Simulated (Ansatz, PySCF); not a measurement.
CH4BrGaO, SMILES C[O][GaH][Br]. Atoms are numbered in the order given.

```xyz
8

Ga    -0.8379    -0.5875    -0.1734
H     -2.0234    -1.0341     0.7102
Br     0.8442     0.8068     0.5484
O     -0.7083    -1.1471    -1.8523
C      0.3115    -0.8274    -2.7792
H      0.8061    -1.7549    -3.1152
H     -0.1346    -0.3357    -3.6607
H      1.0796    -0.1556    -2.3558
```

The structure is a stationary point at TPSSh-D3(BJ)/def2-SVP. The structure was generated by enumeration; whether it is a known compound was not checked. The values are those of a single conformer.

Two levels are set side by side: PBE-D3(BJ)/def2-SVP (Ansatz, an electronic-structure program) and TPSSh-D3(BJ)/def2-SVP (PySCF). Each level has its own optimised geometry; the coordinates shown are those of the second. Frequencies come from the Hessian of PySCF at each geometry. Differences are taken from unrounded values.

```
quantity                            TPSSh-D3(BJ)  PBE-D3(BJ)  PBE-D3(BJ) minus TPSSh-D3(BJ)
----------------------------------  ------------  ----------  -----------------------------
mean bond length (Å)                       1.478       1.487                          0.009
bond Ga1–Br3 (Å)                           2.301       2.311                          0.010
bond Ga1–O4 (Å)                            1.774       1.790                          0.015
bond O4–C5 (Å)                             1.415       1.415                          0.000
bond Ga1–H2 (Å)                            1.545       1.555                          0.011
bond C5–H6 (Å)                             1.104       1.113                          0.009
bond C5–H7 (Å)                             1.104       1.113                          0.009
bond C5–H8 (Å)                             1.105       1.114                          0.009
highest harmonic wavenumber (cm⁻¹)          3086        3008                            -78
mean harmonic wavenumber (cm⁻¹)             1206        1168                            -38
zero-point energy (kcal/mol)               31.04       30.07                          -0.98
```

GGA bonds tend to be longer and softer than those of functionals with exact exchange. Differences between two approximate levels are no errors against the true value.
